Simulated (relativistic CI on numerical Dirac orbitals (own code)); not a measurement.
## Gd LVII: sensitivity of the levels to the model

Base calculation: Dirac-Coulomb-Breit CI, separate exchange-only KLI orbitals for each configuration, model QED, unscaled Slater integrals.

Configuration list (outside the closed core 1s2): 2s2.2p4, 2s.2p5, 2p6, 2p5.3s, 2p5.3p, 2p5.3d, 2s2.2p3.3s, 2s2.2p3.3p, 2s2.2p3.3d, 2s.2p4.3s, 2s.2p4.3p, 2s.2p4.3d, 2s2.2p3.4s, 2s2.2p3.4p, 2s2.2p3.4d, 2s2.2p3.4f. Levels of other configurations are missing.

Variants: (1) P86 correlation estimate; (2) Breit term removed. Shifts of the energy above 2s2.2p4 3P_2, in eV, for the lowest level and the first level of each name with at least 55 % of one term (blank where a level changes its place among those of its configuration and J or its character, or is not in the variant):

| Level | Base | Δ(1) | Δ(2) |
| --- | --- | --- | --- |
| 2s2.2p4 3P_2 | 0.00 | 0.00 | 0.00 |
| 2s2.2p4 1S_0 | 49.10 | 0.00 | -5.41 |
| 2s2.2p4 3P_1 | 720.12 | 0.00 | +6.47 |
| 2s2.2p4 1D_2 | 738.46 | 0.00 | +11.44 |
| 2s.2p5 3P°_2 | 1049.47 | +0.20 | -0.48 |
| 2s.2p5 1P°_1 | 1118.44 | +0.20 | -2.05 |
| 2s2.2p4 3P_0 | 1477.13 | 0.00 | +14.80 |
| 2s.2p5 3P°_0 | 1779.40 | +0.20 | +6.10 |
| 2s.2p5 3P°_1 | 1814.74 | +0.20 | +8.72 |
| 2p6 1S_0 | 2203.87 | +0.32 | -3.79 |
| 2s2.2p3.3p 3P_0 | 6746.32 | +1.52 | +5.61 |
| 2s2.2p3.3d 3P°_0 | 6813.81 | +1.19 | +5.49 |
| 2s2.2p3.3s 3S°_1 | 7111.39 | +1.42 | +17.37 |
| 2s2.2p3.3s 3D°_3 | 7124.93 | +1.42 | +24.02 |

At this charge energies of transitions that change n are usually good to better than 1 %, and those within a shell (Δn = 0) to a few per cent.

Ionisation energy from the two ground configurations alone: base 11859.5 eV; Breit term removed 11870.8 eV. The NIST ASD value (theoretical) is 11861 eV.

LS names give the leading component of a level, which can be under half, so a name can repeat, a term be missing and a line seem to break the LS rules.
